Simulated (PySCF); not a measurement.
## Relaxation of singlet [CdH3]-

Level of theory: PBE0/[Cd def2-TZVPD with ECP28, H def2-TZVPD], scalar-relativistic core potentials, density fitting, no spin–orbit coupling, PySCF. A (50,194) grid was used.

A hand-made trigonal planar start, of D3h symmetry, held to at least that symmetry:

```xyz
4
charge -1 multiplicity 1, angstrom
Cd    0.0000    0.0000    0.0000
H     1.6800    0.0000    0.0000
H    -0.8400    1.4549    0.0000
H    -0.8400   -1.4549    0.0000
```

Optimiser trace:
```tsv
step	E − E(last) (kJ/mol)	largest gradient (Eh/bohr)
0	18.94	0.02351
1	6.18	0.01255
2	0.31	0.00259
3	0.01	0.00033
4	0.00	0.00001
```

It ends at D3h with Cd–H 1.797 Å (×3); H–Cd–H 120.0° (×3). A frequency run shows a minimum. Other isomers or separated fragments may lie lower.
